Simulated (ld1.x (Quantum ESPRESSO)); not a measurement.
Which change was made? (Tl, TM semilocal)

```
Element                 : thallium (Tl)
Generator               : ld1.x (Quantum ESPRESSO) 7.5
Type                    : norm-conserving Troullier–Martins (semilocal form)
Functional              : LDA (PZ)
Relativity              : non-relativistic
Frozen core             : [Xe] 4f14 5d10
Valence charge          : 3
Reference configuration : 6s2 6p0 (charge +1)
Partial waves           : 6s (bound): rc 2.45 bohr; 6d channel at 0.1 Ry: rc 3.30 bohr; 6p (bound, empty): rc 3.00 bohr
Local potential         : the p channel
Core correction         : Bessel-smoothed model core inside 2.15 bohr
```

Cutoffs, loose and tight: the cutoffs (Ry, on a coarse ladder) from which the occupation-weighted sum of valence levels, in a spherical-Bessel basis at the reference potential, stays within 10 and 1 mRy of its value at 400 Ry. They do not see the model core or the augmentation charge, which bear on the density cutoff. Test errors are all-electron minus pseudo excitation energies from the reference, over the configurations 6s2 6p1; 6s1 6p0; 6s2 6p0.5; 6s1 6p1; 6s0 6p3; 6s2 6p1.3; 6s1 6p2 (two spin-polarised tests are not counted in the largest error); variants that change the core or the reference have their own tests.

The base gives: outcome: generated; cutoff, loose: 15 Ry; cutoff, tight: 21 Ry; bound ghosts: none; largest test error (meV): -101.

After one change the result is: outcome: generated; cutoff, loose: 18 Ry; cutoff, tight: 35 Ry; bound ghosts: none; largest test error (meV): -101. Which change was it?
A. all radii but the core radius scaled by about 0.84 (s 2.06, p 2.54, d 2.78 bohr)
B. all radii but the core radius scaled by about 1.37 (s 3.36, p 4.10, d 4.52 bohr)
C. all radii but the core radius scaled by about 0.75 (s 1.84, p 2.26, d 2.48 bohr)
D. all radii but the core radius scaled by about 1.11 (s 2.72, p 3.32, d 3.66 bohr)

A. The others give: all radii but the core radius scaled by about 1.11 (s 2.72, p 3.32, d 3.66 bohr) → outcome: generated; cutoff, loose: 12 Ry; cutoff, tight: 18 Ry; bound ghosts: none; largest test error (meV): -103 | all radii but the core radius scaled by about 0.75 (s 1.84, p 2.26, d 2.48 bohr) → outcome: generated; cutoff, loose: 25 Ry; cutoff, tight: 70 Ry; bound ghosts: none; largest test error (meV): -100 | all radii but the core radius scaled by about 1.37 (s 3.36, p 4.10, d 4.52 bohr) → outcome: generated; cutoff, loose: 6 Ry; cutoff, tight: 15 Ry; bound ghosts: none; largest test error (meV): -125.
